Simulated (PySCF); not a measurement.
**Working out the ionisation energy of V+**

V+ [Ar] 3d4 (5D) → V(2+) [Ar] 3d3 (4F). Calculation: PySCF 2.14, in cc-pVTZ-DK; the spin-free X2C one-electron Hamiltonian (Gaussian nucleus). Frozen: [Ar]. Energies in hartree (1 hartree = 27.21139 eV):

```tsv
part	V+ (lower)	V(2+) (upper)
UHF	-947.915637	-947.431574
MP2 opposite-spin	0.000000	0.000000
MP2 same-spin	-0.045494	-0.017930
```

**Question.** What does Hartree-Fock give?

**Answer.** (-947.431574) − (-947.915637) = 0.484063 hartree = 13.172 eV.

**Question.** What do MP2 and SCS-MP2 (6/5 opposite-spin, 1/3 same-spin) give?

**Answer.** The opposite-spin parts differ by 0.000 eV and the same-spin parts by 0.750 eV. MP2: 13.172 + (0.000) + (0.750) = 13.922 eV. SCS-MP2: 13.172 + 1.2 × (0.000) + (0.750)/3 = 13.422 eV.

Reference: 14.634 ± 0.007 eV (measured; NIST Atomic Spectra Database, ionization energies), between the lowest levels; spin-orbit coupling is absent from the calculation.

What remains against the reference includes basis incompleteness, the frozen core and correlation beyond second order.
